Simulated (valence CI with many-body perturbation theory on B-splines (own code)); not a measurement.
Energy levels of Ta XLI

Method: configuration interaction combined with many-body perturbation theory (CI+MBPT): five valence electrons over a frozen Dirac-Fock core [Ar] 3d10, radial functions for each j: 11 s, 11 p, 10 d, 8 f, 5 g, 2 h, with the one-electron correlation potential Σ1, the two-electron term Σ2, the three-electron term Σ3, Breit, model QED; selected CI, second order for the rest, scaled by the run's own slope (own B-spline code, finite nucleus).

The last digits are not significant, and no measured levels were compared; by estimate large intervals hold to a few tenths of a per cent, small ones and those within an open d or f shell to about a per cent. Among the levels kept, up to 2100 cm⁻¹ of a level comes from second order outside the variational space, and about a tenth of that is noise between levels of different J, which matters for small intervals.

Levels 46 to 90 of 180, with energies above the lowest level, (4s^2 4p1/2^2 4p3/2) J=3/2. "Leading %" is the weight of the configuration and term that name the level; weights of strongly mixed levels are sums over their largest components and can fall short, so below about 35 % the name and the second component can differ from the true leading terms, or belong to a minority configuration. In the jj column 3d3/2^4 stands for four electrons in 3d with j = 3/2. Lifetimes count E1, E2, E3, M1 and M2 decay at the calculated energies, and are blank where another channel may lead or the interval is too uncertain; long ones can be off by a factor of two.

```
No.  Configuration  Term     J  E (eV)  Leading %                     Leading jj  Lifetime
 46       4s²4p²4f   ²F°   7/2  348.16         20      4s^2 4p1/2^2 4f7/2 (67 %)   6.87 ps
 47        4s4p³4d   ⁴D°   5/2  352.04         30  4s 4p1/2^2 4p3/2 4d5/2 (92 %)   4.25 ps
 48       4s²4p²4f   ⁴G°   5/2  354.06         14  4s 4p1/2^2 4p3/2 4d3/2 (44 %)   1.41 ps
 49            4p⁵   ²P°   3/2  355.10         18  4s 4p1/2^2 4p3/2 4d5/2 (68 %)   6.29 ps
 50       4s²4p²4d    ²D   5/2  355.37         77      4s^2 4p3/2^2 4d5/2 (98 %)    577 ps
 51        4s4p³4d   ²F°   7/2  360.03         37  4s 4p1/2^2 4p3/2 4d5/2 (76 %)   5.57 ps
 52       4s²4p²4d    ²D   3/2  363.85         41      4s^2 4p3/2^2 4d5/2 (91 %)   1.41 ps
 53       4s²4p²4d    ²D   5/2  367.91         52      4s^2 4p3/2^2 4d5/2 (90 %)   1.03 ps
 54        4s4p³4d   ⁴D°   7/2  368.09         20  4s 4p1/2^2 4p3/2 4d5/2 (67 %)   1.61 ps
 55        4s4p³4d   ²P°   1/2  368.75         44  4s 4p1/2^2 4p3/2 4d5/2 (90 %)   3.18 ps
 56        4s4p³4d   ⁴D°   3/2  371.37         26  4s 4p1/2^2 4p3/2 4d5/2 (89 %)   1.87 ps
 57        4s4p³4d   ²F°   5/2  374.04         25  4s 4p1/2^2 4p3/2 4d5/2 (81 %)   1.48 ps
 58          4s4p⁴    ²S   1/2  379.95         29              4s 4p3/2^4 (78 %)    756 fs
 59            4p⁵   ²P°   3/2  386.82         60         4p1/2^2 4p3/2^3 (60 %)   1.25 ps
 60       4s²4p4d²   ⁴G°   5/2  387.46         48      4s^2 4p1/2 4d3/2^2 (86 %)   1.50 ps
 61        4s4p³4d   ⁶D°   1/2  399.87         33  4s 4p1/2 4p3/2^2 4d3/2 (67 %)   23.2 ps
 62        4s4p³4d   ⁶D°   3/2  400.43         27  4s 4p1/2 4p3/2^2 4d3/2 (64 %)   7.27 ps
 63        4s4p³4d   ⁶D°   5/2  400.86         23  4s 4p1/2 4p3/2^2 4d3/2 (62 %)   17.1 ps
 64       4s²4p4d²   ⁴D°   1/2  401.85         32      4s^2 4p1/2 4d3/2^2 (81 %)    905 fs
 65       4s²4p4d²   ⁴G°   7/2  402.59         30  4s^2 4p1/2 4d3/2 4d5/2 (53 %)   16.9 ps
 66       4s²4p4d²   ²D°   3/2  406.80         33      4s^2 4p1/2 4d3/2^2 (86 %)    458 fs
 67       4s²4p4d²   ²H°   9/2  407.28         28  4s^2 4p1/2 4d3/2 4d5/2 (62 %)   23.7 ps
 68        4s4p³4d   ⁴G°   7/2  411.48         21  4s 4p1/2 4p3/2^2 4d3/2 (42 %)   7.01 ps
 69       4s²4p4d²   ⁴G°   5/2  412.01         14  4s^2 4p1/2 4d3/2 4d5/2 (45 %)   4.71 ps
 70       4s²4p4d²   ⁴D°   3/2  415.16         21  4s^2 4p1/2 4d3/2 4d5/2 (53 %)   2.52 ps
 71        4s4p³4d   ⁴G°   9/2  415.95         38  4s 4p1/2 4p3/2^2 4d3/2 (44 %)   22.8 ps
 72        4s4p³4d   ⁴D°   7/2  416.63         28  4s 4p1/2 4p3/2^2 4d5/2 (59 %)   7.65 ps
 73        4s4p³4d   ⁴F°   3/2  418.37         47  4s 4p1/2 4p3/2^2 4d3/2 (64 %)   10.8 ps
 74       4s²4p4d²   ⁴P°   1/2  418.86         26  4s^2 4p1/2 4d3/2 4d5/2 (61 %)   1.76 ps
 75        4s4p³4d   ⁶D°   9/2  420.12         38  4s 4p1/2 4p3/2^2 4d5/2 (75 %)    110 ps
 76        4s4p³4d   ⁴P°   5/2  420.29         18  4s 4p1/2 4p3/2^2 4d3/2 (50 %)    783 fs
 77       4s²4p²4f   ²G°   7/2  420.32         24  4s 4p1/2 4p3/2^2 4d3/2 (36 %)   2.74 ps
 78       4s²4p²4f   ⁴G°   5/2  421.35         14  4s 4p1/2 4p3/2^2 4d3/2 (37 %)   2.72 ps
 79        4s4p³4d   ⁴F°   7/2  421.44         19  4s 4p1/2 4p3/2^2 4d3/2 (43 %)   1.11 ps
 80        4s4p³4d   ⁴S°   3/2  421.86         18  4s 4p1/2 4p3/2^2 4d3/2 (55 %)    763 fs
 81        4s4p³4d   ⁴F°   9/2  424.22         32  4s 4p1/2 4p3/2^2 4d5/2 (44 %)   48.0 ps
 82        4s4p³4d   ⁴D°   1/2  425.60         37  4s 4p1/2 4p3/2^2 4d3/2 (38 %)   2.23 ps
 83       4s²4p²4f   ⁴G°   7/2  425.80         12  4s^2 4p1/2 4p3/2 4f5/2 (32 %)   1.33 ps
 84       4s²4p²4f   ²F°   5/2  426.43         28  4s^2 4p1/2 4p3/2 4f5/2 (55 %)   2.29 ps
 85        4s4p³4d   ²D°   3/2  427.24         17  4s 4p1/2 4p3/2^2 4d3/2 (56 %)   1.29 ps
 86        4s4p³4d   ⁴G°  11/2  429.05         67  4s 4p1/2 4p3/2^2 4d5/2 (67 %)    138 ps
 87       4s²4p4d²   ⁴F°   5/2  429.34         10  4s 4p1/2 4p3/2^2 4d3/2 (34 %)   1.18 ps
 88        4s4p³4d   ²P°   1/2  430.17         36  4s 4p1/2 4p3/2^2 4d5/2 (33 %)   4.46 ps
 89       4s²4p²4f   ²D°   3/2  430.96         18      4s^2 4p1/2 4d5/2^2 (28 %)   1.74 ps
 90       4s²4p²4f   ⁴D°   5/2  431.98         12  4s^2 4p1/2 4p3/2 4f7/2 (31 %)   2.49 ps
```

Where two levels of one J and parity lie close, their mixing, g and order are uncertain.
